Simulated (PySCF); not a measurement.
F4S, SMILES FS(F)(F)F (connectivity only; charge and spin as stated), charge -1, multiplicity 2.

Coordinates come from a r2SCAN-D4/def2-SVPD optimisation. The multiplicity is an assumed one; other spin states were not compared.

All values below come from SMD-M06-2X/def2-SVPD (PySCF).

Solvation free energies are E(SMD) − E(gas) at the gas-phase geometry, for 1 M in both phases.

| solvent | ΔG(solv) (kcal/mol) | its non-electrostatic (CDS) part |
|---|---|---|
| water | -56.5 | 3.6 |
| dichloromethane | -53.3 | 0.4 |
| chlorobenzene | … | … |

Task: What belongs in the gaps? (Estimate from the structure and the level; the computed values follow.)

Result: 
- chlorobenzene, ΔG(solv) (kcal/mol): -49.0
- chlorobenzene, its non-electrostatic (CDS) part: 0.7
